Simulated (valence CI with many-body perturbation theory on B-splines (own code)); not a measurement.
## Mn IV: electric-dipole lines

Calculated by configuration interaction combined with many-body perturbation theory (CI+MBPT): four valence electrons over a frozen Dirac-Fock core [Ar], a basis of 7 s, 7 p, 8 d, 6 f, 4 g, 1 h functions for each j, with the one-electron correlation potential Σ1, the two-electron term Σ2, the three-electron term Σ3, Breit, model QED; selected CI, second order for the rest, scaled by the run's own slope (own B-spline code, finite nucleus).

Set against measurement, 66 paired levels are off by 3123 cm⁻¹ on average, the worst by 5064. These come from a selection out of Corliss and Sugar, J. Phys. Chem. Ref. Data 6, 1253 (1977). Levels without a partner in it may be off by more, other configurations by 1,000 to 8,000 cm⁻¹. Among the levels kept, up to 290 cm⁻¹ of a level comes from second order outside the variational space, and about a tenth of that is noise between levels of different J, which matters for small intervals.

Lines 351 to 400 of 581 in falling wavelength, among levels below 254760 cm⁻¹, chosen from the strongest by gf and those to the six lowest levels. Wavelengths and rates use the calculated energies, so an error of 3000 cm⁻¹ moves a line at 83.06 nm by 2.5 % and its rate by three times that or more. Electric multipoles are in the length gauge, E1 and E2 with the static RPA response of the core. Weak lines are less certain than strong ones. Lines between different terms over intervals too small for the method are left out, as are lines whose strength nearly cancels. Where a level lies close to another of its J and parity, the split of strength between their lines is uncertain. The highest levels of a list are the least certain.

Names give the largest LS component (configuration and term), which can be under half, so a name can repeat, a term be missing and a line seem to break the LS rules; names also repeat where a configuration has a term twice. Letters in brackets count levels of one name in rising energy.

```
λ vac (nm)  λ from measured levels             Upper             Lower   A (s⁻¹)  S (a.u.) with core polarisation  S without
     116.0                               3d3 4d 5D_1  3d3 4p 5D°_2 [a]  8.99e+08                         2.08e+00   2.19e+00
     115.9                               3d3 4d 5D_3  3d3 4p 5D°_3 [a]  3.20e+08                         1.72e+00   1.81e+00
     115.7                               3d3 4d 5D_0  3d3 4p 3D°_1 [a]  9.07e+08                         6.93e-01   7.30e-01
     115.5                               3d3 4d 5D_4  3d3 4p 5D°_3 [a]  1.34e+08                         9.18e-01   9.65e-01
     115.4                               3d3 4d 5D_3  3d3 4p 5D°_2 [a]  1.18e+08                         6.24e-01   6.56e-01
     83.06                   79.77  3d3 4p 3F°_4 [a]      3d4 3F_4 [b]  1.79e+08                         4.55e-01   4.95e-01
     76.17                          3d3 4p 1F°_3 [c]      3d4 1D_2 [b]  3.16e+08                         4.83e-01   5.22e-01
     75.70                          3d3 4p 1H°_5 [b]      3d4 1G_4 [b]  2.57e+08                         6.05e-01   6.54e-01
     75.68                          3d3 4p 1G°_4 [a]      3d4 1G_4 [b]  2.20e+08                         4.23e-01   4.61e-01
     74.11                          3d3 4p 1P°_1 [c]      3d4 1S_0 [b]  1.30e+09                         7.85e-01   8.52e-01
     73.19                          3d3 4p 3D°_3 [b]      3d4 3F_4 [b]  3.77e+08                         5.11e-01   5.56e-01
     72.68                          3d3 4p 3D°_3 [c]      3d4 3F_4 [b]  5.18e+08                         6.88e-01   7.49e-01
     72.54                          3d3 4p 3D°_2 [c]      3d4 3F_3 [b]  4.31e+08                         4.06e-01   4.42e-01
     70.62                          3d3 4p 3G°_5 [c]      3d4 3F_4 [b]  6.70e+08                         1.28e+00   1.39e+00
     70.59                          3d3 4p 3G°_4 [c]      3d4 3F_3 [b]  6.40e+08                         9.99e-01   1.08e+00
     70.50                          3d3 4p 3G°_3 [c]      3d4 3F_2 [b]  3.72e+08                         4.50e-01   4.88e-01
     70.01                          3d3 4p 3S°_1 [b]      3d4 3P_1 [b]  1.03e+09                         5.24e-01   5.70e-01
     69.78                   68.02      3d3 4p 5G°_3          3d4 3H_4  1.08e+06                         1.27e-03   1.41e-03
     69.66                          3d3 4p 3S°_1 [b]      3d4 3P_2 [b]  1.24e+09                         6.20e-01   6.75e-01
     68.81                   66.67  3d3 4p 3D°_3 [a]      3d4 3F_4 [a]  4.15e+08                         4.67e-01   5.09e-01
     68.75                   66.67  3d3 4p 3G°_3 [a]          3d4 3G_3  3.46e+08                         3.88e-01   4.22e-01
     68.74                   66.39  3d3 4p 3D°_3 [a]      3d4 3P_2 [a]  4.75e+08                         5.33e-01   5.80e-01
     68.68                   66.60  3d3 4p 3G°_4 [a]          3d4 3G_4  3.57e+08                         5.14e-01   5.59e-01
     68.54                   66.48  3d3 4p 3G°_5 [a]          3d4 3G_5  4.64e+08                         8.11e-01   8.82e-01
     67.97                   66.31      3d3 4p 5F°_3          3d4 3H_4  3.02e+06                         3.28e-03   3.58e-03
     67.96                          3d3 4p 1F°_3 [a]      3d4 1D_2 [a]  8.66e+08                         9.40e-01   1.02e+00
     67.78                   66.14      3d3 4p 5F°_4          3d4 3H_4  3.89e+05                         5.38e-04   5.87e-04
     67.72                   65.71  3d3 4p 3F°_2 [a]          3d4 3G_3  9.62e+08                         7.37e-01   8.03e-01
     67.71                          3d3 4p 1G°_4 [a]          3d4 1F_3  9.20e+08                         1.27e+00   1.38e+00
     67.63                   65.93  3d3 4p 3D°_3 [a]          3d4 3H_4  3.85e+06                         4.11e-03   4.49e-03
     67.62                   65.61  3d3 4p 3F°_3 [a]          3d4 3G_4  9.07e+08                         9.69e-01   1.06e+00
     67.48                   65.49  3d3 4p 3F°_4 [a]          3d4 3G_5  1.03e+09                         1.41e+00   1.53e+00
     67.38                          3d3 4p 1D°_2 [d]      3d4 1D_2 [b]  2.24e+09                         1.69e+00   1.84e+00
     66.63                   64.87  3d3 4p 3G°_3 [a]          3d4 3H_4  1.38e+09                         1.41e+00   1.54e+00
     66.54                   64.79  3d3 4p 3G°_4 [a]          3d4 3H_5  1.33e+09                         1.74e+00   1.90e+00
     66.54                   64.43  3d3 4p 3F°_3 [a]      3d4 3F_3 [a]  3.47e+08                         3.53e-01   3.84e-01
     66.46                   64.71  3d3 4p 3G°_4 [a]          3d4 3H_4  2.70e+07                         3.52e-02   3.84e-02
     66.42                   64.68  3d3 4p 3G°_5 [a]          3d4 3H_6  1.29e+09                         2.05e+00   2.24e+00
     66.35                   64.26  3d3 4p 3F°_4 [a]      3d4 3F_4 [a]  3.72e+08                         4.83e-01   5.25e-01
     66.34                          3d3 4p 1G°_4 [b]      3d4 1G_4 [b]  1.59e+09                         2.06e+00   2.24e+00
     66.25                          3d3 4p 1P°_1 [a]      3d4 1D_2 [a]  1.03e+09                         4.42e-01   4.82e-01
     66.25                   64.51  3d3 4p 3G°_5 [a]          3d4 3H_4  6.81e+05                         1.07e-03   1.17e-03
     66.03                          3d3 4p 1F°_3 [c]      3d4 1G_4 [b]  2.19e+09                         2.18e+00   2.37e+00
     65.46                   63.78  3d3 4p 3F°_3 [a]          3d4 3H_4  1.42e+06                         1.37e-03   1.50e-03
     65.13                          3d3 4p 1D°_2 [b]          3d4 1F_3  3.42e+09                         2.33e+00   2.54e+00
     64.98                          3d3 4p 3F°_3 [b]          3d4 3D_2  3.77e+08                         3.57e-01   3.88e-01
     64.78                          3d3 4p 3F°_4 [b]      3d4 1G_4 [a]  9.33e+08                         1.13e+00   1.23e+00
     64.33                          3d3 4p 3D°_1 [e]      3d4 3P_0 [b]  8.34e+08                         3.29e-01   3.57e-01
     64.33                          3d3 4p 3D°_2 [e]      3d4 3P_1 [b]  1.10e+09                         7.20e-01   7.82e-01
     64.32                          3d3 4p 3F°_4 [c]      3d4 1G_4 [a]  1.21e+09                         1.43e+00   1.56e+00
```
